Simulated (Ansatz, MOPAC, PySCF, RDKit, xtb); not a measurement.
Complex: H2O (SMILES O) (first 3 atoms) with C4H6 (SMILES C=CC=C); geometry from B3LYP-D3(BJ)/def2-TZVP.
(charge 0, multiplicity 1):
```xyz
13

O      0.011    -0.487    -0.150
H     -0.725    -0.576     0.467
H      0.736    -0.180     0.407
C     -1.694    -0.660     3.132
C     -0.732     0.256     3.002
C      0.688    -0.041     3.072
C      1.651     0.864     2.882
H     -1.458    -1.702     3.314
H     -2.741    -0.397     3.068
H     -1.000     1.293     2.819
H      0.957    -1.072     3.282
H      2.698     0.600     2.940
H      1.416     1.901     2.671
```

Interaction energies are E(AB) − E(A) − E(B) at the monomers' geometry in the complex; basis-set methods are counterpoise corrected. RDKit's UFF carries no charges.

The state that PM3 reach isn't checked.

Programs: Ansatz (a quantum-chemistry and plane-wave program) with Gaussian orbitals; MOPAC for PM3 (differences of heats of formation); PySCF for the dispersion terms; RDKit for the force fields; xtb for the GFN methods. Each number belongs to the level named beside it.

Problem. One of these levels gives 0.32 kcal/mol for the interaction energy. Which one is it?
A. BLYP-D3(BJ)/def2-TZVPPD
B. GFN-FF
C. PM3
D. UFF

Solution. D, UFF. The others give -1.99 (GFN-FF), -1.67 (PM3), -2.99 (BLYP-D3(BJ)/def2-TZVPPD)
